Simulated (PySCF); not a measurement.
F2H3S2Si2 (doublet state).
Geometry (GFN2-xTB, Å), atoms numbered from 1 in this order:
```
atom  x, y, z in Å
F1    -0.4392   -1.8744    1.1068
Si2   -0.9223   -0.5682    0.3230
F3    -1.2353    0.3609    1.5870
S4    -2.6824   -0.9452   -0.7907
S5     0.6425    0.2521   -0.8364
Si6    2.1030    0.6283    0.7314
H7    -2.2110   -0.5020   -1.9486
H8     1.5090    1.5612    1.6750
H9     3.2493    1.0933   -0.0276
```

The hyperfine couplings belong to this conformer and change with its torsions.

As a line formula: `F[Si](F)(S)S[SiH2]` [radical].

Computed, not measured: UKS B3LYP, pcH-1 on F H S Si, non-relativistic, mean-field spin-orbit, GIAO (PySCF). One conformer (not necessarily the lowest) at the GFN2-xTB geometry, without solvent, vibrations or thermal averaging. A GFN2-xTB geometry isn't a minimum of the functional, and hyperfine couplings can be far from their values at a DFT geometry, by a factor of two or more for some ions and for spin on atoms past the first row. Stability of the SCF solution: not tested.

Problem. What is the g tensor, term by term?

Solution. 
```csv
Δg (ppt),1,2,3
relativistic mass correction,-0.15,-0.15,-0.15
gauge correction,0.00,0.05,0.05
orbital Zeeman/spin–orbit,0.12,2.73,6.67
total,-0.03,2.63,6.57
```

So g = 2.00229, 2.00495, 2.00889 and g_iso = 2.00537; the tensor is rhombic: the two nearest values differ by 40 % of g3 − g1. Axes: g3 points within 13° of the Si6–H9 bond.

Problem. What are the electron Larmor frequencies g μB B/h along the three axes at 330 mT?

Solution. 9.2481, 9.2604, 9.2786 GHz for g1, g2 and g3, a range of 30.5 MHz.

Problem. Average each term over the three axes. Which is largest in size?

Solution. The orbital-Zeeman/spin–orbit term 3.17, the mass correction -0.15 and the gauge correction 0.03 ppt, for a total of 3.06 ppt. The orbital-Zeeman/spin–orbit term is the largest in size. The mass correction is the same along every axis, so the anisotropy comes from the other two: their spans along these axes are 0.05 (gauge) and 6.55 ppt (orbital Zeeman/spin–orbit).

Problem. At 94.198 GHz, how far is the centre of the isotropic spectrum from where a free electron (g = 2.002319) resonates?

Solution. B = hν/(g μB) with μB/h = 13.99624 MHz/mT gives 3361.22 mT for the free electron and 3356.10 mT at g_iso, 5.12 mT lower.

Problem. In a frozen sample, at which fields do the three g values resonate at 9.5, 34, 94 and 263 GHz (hyperfine left aside), and which band first spreads them over more than twice a line width of 0.3 mT?

Solution. 
```tsv
band	GHz	B(g3) mT	B(g2) mT	B(g1) mT	spread mT
X	9.5	337.88	338.54	338.99	1.11
Q	34.0	1209.24	1211.62	1213.22	3.99
W	94.0	3343.19	3349.76	3354.20	11.02
J	263.0	9353.80	9372.20	9384.63	30.83
```

The spread grows in proportion to the frequency. X band is the first where it exceeds 0.6 mT.

The largest Mulliken spin populations are on Si6 (+0.86) and S5 (+0.08). No atom but Si6 exceeds +0.15. The angles at Si6 add up to 326.9°, so it is pyramidal.

The HOMO–LUMO gaps are 5.53 eV among the α and 4.47 eV among the β orbitals.

Time: 53 s of wall time (grids of density and orbitals included); peak memory 0.80 GiB. Hardware: an Arm Neoverse V1 with one thread, shared host with 32 logical CPUs at a one-minute load of 14.
